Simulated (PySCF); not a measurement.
BeF₂ (SMILES [F][Be][F]), singlet, at a GFN2-xTB geometry (such geometries of metal compounds can be far from the true shape); B3LYP/6-31G* (PySCF).

Here is a job for PySCF.
```python
from pyscf import gto, scf, dft

mol = gto.M(
    atom='''
Be    0.00000000    0.00000000    0.00000000
F    -0.00000000   -0.00000000   -1.36953917
F     0.00000000    0.00000000    1.36953917
''',
    basis='6-31g*',
    verbose=4,
)

mf = dft.RKS(mol)
mf.xc = 'b3lyp'
mf.kernel()
```

The log (banner, timings and long lists left out):

```
PySCF version 2.14.0

[INPUT] verbose = 4
[INPUT] num. atoms = 3
[INPUT] num. electrons = 22
[INPUT] charge = 0
[INPUT] spin (= nelec alpha-beta = 2S) = 0
[INPUT] symmetry False subgroup None
[INPUT] Mole.unit = angstrom
[INPUT] Symbol           X                Y                Z      unit          X                Y                Z       unit  Magmom
[INPUT]  1 Be     0.000000000000   0.000000000000   0.000000000000 AA    0.000000000000   0.000000000000   0.000000000000 Bohr   0.0
[INPUT]  2 F      0.000000000000   0.000000000000  -1.369539170000 AA    0.000000000000   0.000000000000  -2.588053948164 Bohr   0.0
[INPUT]  3 F      0.000000000000   0.000000000000   1.369539170000 AA    0.000000000000   0.000000000000   2.588053948164 Bohr   0.0

nuclear repulsion = 43.4689547641781
number of shells = 18
number of NR pGTOs = 81
number of NR cGTOs = 42
basis = 6-31g*
ecp = {}

******** <class 'pyscf.dft.rks.RKS'> ********
method = RKS
initial guess = minao
damping factor = 0
level_shift factor = 0
DIIS = <class 'pyscf.scf.diis.CDIIS'>
diis_start_cycle = 1
diis_space = 8
diis_damp = 0
SCF conv_tol = 1e-09
SCF conv_tol_grad = None
SCF max_cycles = 50
direct_scf = True
direct_scf_tol = 1e-13
XC library pyscf.dft.libxc version 7.1.2
    S. Lehtola, C. Steigemann, M. J. T. Oliveira, and M. A. L. Marques,  SoftwareX 7, 1–5 (2018)
XC functionals = b3lyp
    P. J. Stephens, F. J. Devlin, C. F. Chabalowski, and M. J. Frisch,  J. Phys. Chem. 98, 11623 (1994)
radial grids:
    Treutler-Ahlrichs [JCP 102, 346 (1995); DOI:10.1063/1.469408] (M4) radial grids

becke partition: Becke, JCP 88, 2547 (1988); DOI:10.1063/1.454033
pruning grids: <function nwchem_prune>
grids dens level: 3
symmetrized grids: False
atomic radii adjust function: <function treutler_atomic_radii_adjust>
small_rho_cutoff = 0
Set gradient conv threshold to 3.16228e-05
Initial guess from minao.
tot grids = 42248
init E= -214.580024638349
  HOMO = -0.548095460988817  LUMO = -0.0740579053407053  gap/eV = 12.89922
cycle= 1 E= -214.467265132814  delta_E= 0.113  |g|= 0.861  |ddm|= 1.86
  HOMO = -0.247025473317857  LUMO = 0.0202327395962998  gap/eV = 7.27247
cycle= 2 E= -214.23671215528  delta_E= 0.231  |g|= 1.49  |ddm|=  1.1
  HOMO = -0.400059612939012  LUMO = 0.00375827773789705  gap/eV = 10.98844
cycle= 3 E= -214.588941673422  delta_E= -0.352  |g|= 0.0157  |ddm|= 0.691
  HOMO = -0.398920596098397  LUMO = 0.0016397711591587  gap/eV = 10.89980
cycle= 4 E= -214.589011420907  delta_E= -6.97e-05  |g|= 0.00523  |ddm|= 0.0213
  HOMO = -0.398776303752101  LUMO = 0.00217905111919592  gap/eV = 10.91055
cycle= 5 E= -214.589016413281  delta_E= -4.99e-06  |g|= 0.000907  |ddm|= 0.00319
  HOMO = -0.398916588930648  LUMO = 0.00214768599566195  gap/eV = 10.91351
cycle= 6 E= -214.589016542825  delta_E= -1.3e-07  |g|= 5.23e-05  |ddm|= 0.000461
  HOMO = -0.398927744294137  LUMO = 0.00214186987471088  gap/eV = 10.91366
cycle= 7 E= -214.589016543319  delta_E= -4.94e-10  |g|= 2.27e-06  |ddm|= 3.48e-05
  HOMO = -0.398926998465124  LUMO = 0.00214205309301985  gap/eV = 10.91364
Extra cycle  E= -214.589016543319  delta_E= -5.68e-13  |g|= 2.67e-06  |ddm|= 2.86e-06
converged SCF energy = -214.589016543319
```
